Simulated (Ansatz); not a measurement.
Isolated molecules relaxed with PBE0-D4/def2-TZVP in Ansatz; ΔE leaves out vibrations. CCSD(T)/CBS is the MP2 limit (def2-TZVPP, def2-QZVPP) plus CCSD(T) − MP2 in def2-TZVPP, frozen cores. Functionals use def2-TZVPP. For Ga, Se outer-core shells are correlated without core-valence functions, which leaves a few kJ/mol of doubt a bond. Scalar relativity is left out up to krypton. One conformer a species, not always the lowest.

`B[C](=C)[GaH][CH3]` + `C[SeH]` → `[CH3][GaH][Se]C` + `BC=C`  (ligand exchange at a Ga–C bond)

```json
{"level": "r2SCAN-D4", "ΔE (kcal/mol)": "-27.1"}
{"level": "revPBE", "ΔE (kcal/mol)": "-26.3"}
{"level": "HF/def2-SVP", "ΔE (kcal/mol)": "-36.1"}
{"level": "MP2/def2-SVP", "ΔE (kcal/mol)": "-30.3"}
{"level": "HF/def2-TZVPP", "ΔE (kcal/mol)": "-35.9"}
{"level": "CCSD/def2-TZVPP", "ΔE (kcal/mol)": "-29.3"}
{"level": "MP2/CBS(def2)", "ΔE (kcal/mol)": "-29.4"}
{"level": "CCSD/CBS(def2)", "ΔE (kcal/mol)": "-29.9"}
```

Question: What does CCSD(T)/CBS give? (Best estimate.)

Answer: Computed: -29.0 kcal/mol. The listed levels differ from it by 1.9, 2.7, -7.1, -1.3, -6.9, -0.3, -0.4, -0.9 kcal/mol.

Largest T1 diagnostic among the species: 0.013.

In def2-TZVPP, CCSD(T) changes the Hartree–Fock value by +7.6 kcal/mol (the triples alone add +0.9 kcal/mol) and MP2 by +7.2 kcal/mol. Leaving LDA and LC-ωPBE aside and taking each functional with its dispersion term where it has one, the values, not all of them listed here, spread over 6.0 kcal/mol, from BHLYP-D4 to PBE-D4. LDA lies +2.8 kcal/mol from PBE without D4. From PBE to PBE0 (25 % exact exchange), in def2-TZVPP and without D4, ΔE moves by −2.1 kcal/mol.

CCSD(T)/CBS has its own doubt, a few kJ/mol and more with outer-core shells, so smaller differences from it don't rank the levels.
